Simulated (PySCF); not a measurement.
**State search for AsF**

Unrestricted PBE0; As 6-31G(d,p), F 6-31G(d,p); no relativity (PySCF 2.14). Outer shells of the fragments: As 3d10 4s2 4p3; F 2s2 2p5.

Followed along the bond (rough minima from three points):

```tsv
2Ms+1	unpaired	⟨S²⟩ at the start	R at minimum (Å)	Te (eV)
3	π ↑↑	2.00	1.75	0.00
1	π ↑↓	1.01	1.75	0.36
1	none	0.00	1.75	1.42
5	σ ↑↑, π ↑↑	6.00	none in the scan	≤ 5.98
```

Solutions found at the starting distance of 1.790 Å, counted from the lowest of them; the search is not exhaustive and high or unbound solutions are not listed, so other states can lie among these:

```csv
2Ms+1,unpaired,term,E (eV),⟨S²⟩,⟨Lz²⟩,μ (D)
3,π ↑↑,³Σ⁻,0.00,2.00,0.00,-1.80
1,π ↑↓,mixed,0.36,1.01,2.01,-1.77
1,none,mixed,1.42,0.00,2.00,-1.65
3,"σ ↑, π ↑",³Π,3.48,2.01,1.01,-1.46
1,"σ ↓, π ↑",mixed,3.85,1.00,1.01,-1.42
3,"σ ↑, π ↑",³Π,6.17,2.01,1.01,-0.54
```

A term symbol is given only where ⟨S²⟩ and ⟨Lz²⟩ are close to those of a pure state; real π, δ and φ orbitals otherwise mix terms. A positive dipole means As(−)F(+).

Spin–orbit coupling is left out. Counting both spins, an empty level lies below a filled one in some of these solutions, because spin and occupation are held.
